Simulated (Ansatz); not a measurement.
The molecule SF, multiplicity 2 (the spin of the measured ground state).

D_e counts from the fitted minimum to each atom's lowest state at the same level, without counterpoise.

Programs: Ansatz (a quantum-chemistry and plane-wave program) with Gaussian orbitals. 

### Question
One of these levels gives 3.172 eV for the bond energy D_e. Which?
A) PBE/def2-TZVPP
B) BHLYP/def2-TZVPP
C) r2SCAN/def2-TZVPP

### Answer
B, BHLYP/def2-TZVPP. The others give 4.106 (PBE/def2-TZVPP), 3.740 (r2SCAN/def2-TZVPP)
